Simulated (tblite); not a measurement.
C$_{3}$H$_{10}$B$_{3}$O$_{3}$ (SMILES CB1OB(C)[OH+]B(C)O1), charge +1, singlet, at a GFN2-xTB geometry; GFN1-xTB (tblite 0.6.0).

The tblite input:
```
$ tblite run mol.xyz --method gfn1 --charge 1 --spin 0 --grad --json tblite.json --no-restart

# file mol.xyz
19

C      1.55017480     2.52376653     0.43186327
B      0.74441431     1.20639358     0.21146577
O     -0.63297883     1.19769932     0.08470926
B     -1.40764061     0.15281059    -0.10721144
C     -2.96598204     0.14797066    -0.23653381
O     -0.69256398    -1.12749516    -0.19046388
B      0.76911319    -1.19419293    -0.06915601
C      1.46627084    -2.58911906    -0.18322750
O      1.35348684    -0.03089726     0.11833668
H      1.62532102     3.08286401    -0.50051865
H      2.56270630     2.34106553     0.77664846
H      1.05399689     3.19003835     1.13286680
H     -3.43049075     0.35078071     0.72812695
H     -3.30896210     0.94805819    -0.88868509
H     -3.38149943    -0.78580665    -0.60502846
H     -1.19421256    -1.94211873    -0.32808476
H      0.78690927    -3.43516332    -0.12737374
H      2.22242057    -2.71480915     0.58851612
H      2.00804252    -2.67012884    -1.12522737
```

Q: What does tblite print? Leave out banner, timings and long lists.

A: 
```
xTB calculator
 | screened Coulomb repulsion
 | Coulomb electrostatics
 |  * isotropic Klopman-Ohno-Mataga-Nishimoto electrostatics
 |  * onsite third-order electrostatics
 | DFT-D3(BJ) dispersion correction

halogen bonding energy    0.0000000000000E+00 Eh
repulsion energy          3.2687486576693E-01 Eh
dispersion energy        -6.8282042231404E-03 Eh
number of electrons       4.8000000000000E+01 e
integral cutoff           2.1261634374110E+01 bohr

------------------------------------------------------------
  cycle        total energy    energy error   density error
------------------------------------------------------------
      1     -29.54860669379  -2.9868653E+01   6.8551720E-01
      2     -29.90063898040  -3.5203229E-01   3.5903389E-01
      3     -29.90436121968  -3.7222393E-03   1.2430273E-01
      4     -29.90367810111   6.8311856E-04   5.3976768E-02
      5     -29.91430997975  -1.0631879E-02   2.8060781E-03
      6     -29.91431473924  -4.7594857E-06   1.4377662E-03
      7     -29.91432064921  -5.9099719E-06   4.7242878E-04
      8     -29.91432132060  -6.7139291E-07   2.2219548E-04
      9     -29.91432150801  -1.8740531E-07   4.4735099E-05
     10     -29.91432151447  -6.4614234E-09   9.2197233E-06
------------------------------------------------------------

electronic energy        -3.0234368176015E+01 Eh
total energy             -2.9914321514471E+01 Eh

Post processing:
 | Mayer-Wiberg bond orders

[Info] Tight-binding results written to 'tblite.txt'
[Info] JSON dump of results written to 'tblite.json'
```
